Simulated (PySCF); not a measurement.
Al(H)(Cl)(NMe2) (C₂H₇AlClN), SMILES [Cl][AlH][N](C)C. Atoms are numbered in the order given.

```xyz
12

Al     0.8531     0.3785     0.0000
H      2.4222     0.3848     0.0000
Cl    -0.2528     2.1817     0.0000
N     -0.0592    -1.1466     0.0000
C     -1.5070    -1.2487     0.0000
C      0.6016    -2.4389     0.0000
H     -1.8767    -1.7944    -0.8908
H     -1.8767    -1.7944     0.8908
H     -1.9689    -0.2504     0.0000
H      0.3288    -3.0394     0.8908
H      0.3288    -3.0394    -0.8908
H      1.6975    -2.3234     0.0000
```

Geometry optimised at B3LYP-D3(BJ)/def2-SVP. The structure was generated by enumeration; whether it is a known compound was not checked. One conformer was computed; it need not be the lowest.

Calculation: PBE/pcSseg-1 (PySCF).

GIAO shieldings, no solvent; atoms listed in one row are averaged. δ = σ(ref) − σ: ¹H against TMS (σ = 31.49 ppm); ³⁵Cl against HCl (σ = 936.5 ppm); ¹⁵N against NH3 (σ = 267.0 ppm); ¹³C against TMS (σ = 182.0 ppm), references at their B3LYP-D3(BJ)/def2-TZVP geometries, non-relativistic (without spin–orbit terms, shifts of atoms bonded to Cl or Br come out too high).

Computed chemical shifts:
| nucleus | atoms | count | δ (ppm) |
|---|---|---|---|
| ¹H | H2 | 1 | 4.87 |
| ¹H | H7, H8, H9 | 3 | 3.17 |
| ¹H | H10, H11, H12 | 3 | 3.07 |
| ³⁵Cl | Cl3 | 1 | 12.1 |
| ¹⁵N | N4 | 1 | 97.5 |
| ¹³C | C5 | 1 | 44.7 |
| ¹³C | C6 | 1 | 43.6 |
